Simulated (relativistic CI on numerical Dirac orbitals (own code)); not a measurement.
**Radial parameters of Sb34+**

Computed by Dirac-Coulomb-Breit CI, KLI orbitals optimised for each configuration, a model potential for QED, unscaled Slater integrals (own radial code, finite nucleus).

Slater integrals F^k, G^k are unscaled and averaged over j, outside the closed core [Ne]; ζ comes from projecting the Hamiltonian with its Breit term on Σ l·s of the shell.

- 3s2 3p5: ζ(3p) = 319460 cm⁻¹; <r>(3p) = 0.2913, <r^2>(3p) = 0.09794 (bohr units).
- 3s2 3p4 3d: F^2(3p,3p) = 339380, ζ(3p) = 319040, F^2(3p,3d) = 341100, G^1(3p,3d) = 360860, G^3(3p,3d) = 242170, ζ(3d) = 42037 cm⁻¹; <r>(3p) = 0.2916, <r^2>(3p) = 0.09814, <r>(3d) = 0.2587, <r^2>(3d) = 0.07742 (bohr units).
- 3s 3p5 3d: G^1(3s,3p) = 429050, ζ(3p) = 318890, G^2(3s,3d) = 270370, F^2(3p,3d) = 340860, G^1(3p,3d) = 360750, G^3(3p,3d) = 242060, ζ(3d) = 42308 cm⁻¹; <r>(3s) = 0.3, <r^2>(3s) = 0.1025, <r>(3p) = 0.2918, <r^2>(3p) = 0.09828, <r>(3d) = 0.259, <r^2>(3d) = 0.07757 (bohr units).

Averages of the first 10 configurations, taken without configuration mixing, which lowers the lowest level and can move excited configurations by several eV; other configurations of the list can lie among them:

```tsv
Configuration	Parity	States	Average energy above the lowest level (eV)
3s2 3p5	odd	6	27.9
3s 3p6	even	2	191.4
3s2 3p4 3d	even	150	209.4
3s 3p5 3d	odd	120	366.6
3p6 3d	even	10	538.5
3s 3p4 3d2	even	1350	547.3
3s2 3p3 3d 4p	even	1200	1296.1
3p6 4s	even	2	1387.2
3s 3p4 3d 4s	even	600	1387.8
3s2 3p4 4s	even	30	1055.8
```
